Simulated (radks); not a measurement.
The numbers below are computed, except where a source is named.
Valence configurations of the bromine ion Br2+ (all share [Ar]). Code: a radial shooting solver on a logarithmic mesh with Libxc functionals. Model: scalar-relativistic Kohn-Sham, PBEsol, spin-unpolarised, spherical densities, finite nucleus; Fermi nuclear charge, rms radius 4.1629 fm. Energies are relative to 3d10 4s2 4p3; eigenvalues in eV.

valence,E (eV),e(3d),e(4p),e(4s)
3d10 4s2 4p3,0.000,-90.786,-28.244,-41.859
3d10 4s1.5 4p3.5,6.824,-91.557,-28.589,-42.269
3d10 4s1 4p4,13.679,-92.319,-28.927,-42.671
3d10 4p5,27.486,-93.811,-29.582,-
3d9 4s2 4p4,67.963,-104.07,-30.562,-45.010
3d8 4s2 4p5,147.15,-117.82,-32.824,-48.057
3d9 4s1 4p5,82.469,-105.51,-31.196,-45.760
3d10 4s0.5 4p4.5,20.567,-93.070,-29.258,-43.065
3d9.5 4s2 4p3.5,32.611,-97.372,-29.411,-43.449
3d7 4s2 4p6,238.07,-132.01,-35.046,-51.017

NIST lists [Ar] 3d10 4s2 4p3 as the ground configuration; this level of theory agrees among the configurations tried. The energies are those of spherical spin-averaged densities, not of single terms.
